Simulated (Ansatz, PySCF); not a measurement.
C₂H₃N, charge +1, doublet, at a GFN2-xTB geometry (a state made from the parent by changing its charge; the spin is typed, not shown lowest). Base run: B3LYP5/STO-3G run with PySCF.

Geometry (Å):
```xyz
6

C     -1.1392     0.0278    -0.0076
C      0.2628    -0.0998     0.0300
N      1.3987     0.0290    -0.0097
H     -1.5096    -0.6699    -0.7806
H     -1.5084    -0.1242     1.0229
H     -1.5147     1.0233    -0.3086
```
Charge +1, spin multiplicity 2.
Orbitals are unrestricted.
All else is at PySCF's defaults.

The same geometry, method and basis name were run in Ansatz (an electronic-structure program) and PySCF, at each program's defaults and at the settings that a row names. The base is PySCF at its defaults. Differences at the defaults can come from grids, fitting, cores and function types together.

```json
[
 {"code and settings": "PySCF, defaults (exact integrals, its default grid, spherical functions)", "ΔE vs base (µEh)": "0.0", "basis functions": "18", "E (Eh)": "-130.55865", "SCF cycles": "13"},
 {"code and settings": "Ansatz, defaults (factorised integrals, its default grid, spherical functions)", "ΔE vs base (µEh)": "0.1", "basis functions": "18", "E (Eh)": "-130.55865", "SCF cycles": "-"},
 {"code and settings": "PySCF, density fitting with def2-universal-jkfit", "ΔE vs base (µEh)": "-837", "basis functions": "18", "E (Eh)": "-130.55948", "SCF cycles": "13"},
 {"code and settings": "PySCF, fine grid", "ΔE vs base (µEh)": "-0.3", "basis functions": "18", "E (Eh)": "-130.55865", "SCF cycles": "13"},
 {"code and settings": "Ansatz, high accuracy", "ΔE vs base (µEh)": "-0.3", "basis functions": "18", "E (Eh)": "-130.55865", "SCF cycles": "-"}
]
```

Open shells are given as the SCF converged; they aren't shown to be the lowest states, and a large step between rows can be another state.
